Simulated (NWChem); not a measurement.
# CHS₂ cation; SMILES S=C=[SH+]

Program: NWChem. Geometry: optimised at PBE0/def2-SVP. COSMO at M06-2X/def2-SVP, default radii, gas-phase geometry; f = (ε − 1)/ε scales the surface charges.

```csv
row,f,electrostatic solvation energy (kcal/mol)
ε = 4.8,0.7917,-49.33
ε = 7.6,0.8684,withheld
ε = 11.7,0.9145,-57.03
ε = 46.7,0.9786,-61.05
ε = 78.4,0.9872,-61.60
```

Task: Fit a straight line of the last column on the one before it, predict the withheld value, and compare with the run.

Result: 
1. Means of the 4 shown rows: x = 0.91800, y = -57.252. Slope Σ(x − x̄)(y − ȳ)/Σ(x − x̄)² = -1.532/0.02442 = -62.74; intercept 0.343.
2. The shown rows scatter about the line by 0.004 (root mean square); the largest residual is -0.01, at ε = 78.4.
3. At x = 0.8684 (ε = 7.6; inside the shown range) the line gives -54.14.
4. The run gives -54.14, 0.00 from the line.
